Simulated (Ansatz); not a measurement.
CeO2 (SMILES [O]=[Ce]=[O]) moved off its minimum; all values from Ansatz (an electronic-structure program), cores frozen in correlated methods. Elements past Kr take the def2 small-core potentials, without spin–orbit coupling.
(charge 0, multiplicity 1)
```xyz
3

Ce     0.1361    -0.0319     0.1981
O      0.9035     0.5503    -1.3515
O     -1.5999     0.0739     0.5658
```

Forces at MP2/def2-TZVPP (eV/Å):

```csv
atom,Fx,Fy,Fz
Ce1,2.591,-0.733,0.720
O2,0.269,0.450,-1.086
O3,-2.860,0.283,0.366
```

Q: Give the forces (eV/Å), the total energy and the dipole at CCSD(T)/def2-TZVPP.

A: 
| atom | Fx | Fy | Fz |
|---|---|---|---|
| Ce1 | 2.234 | -0.523 | 0.379 |
| O2 | 0.200 | 0.306 | -0.744 |
| O3 | -2.434 | 0.217 | 0.365 |
Energy -624.0396 hartree, dipole 5.63 D.
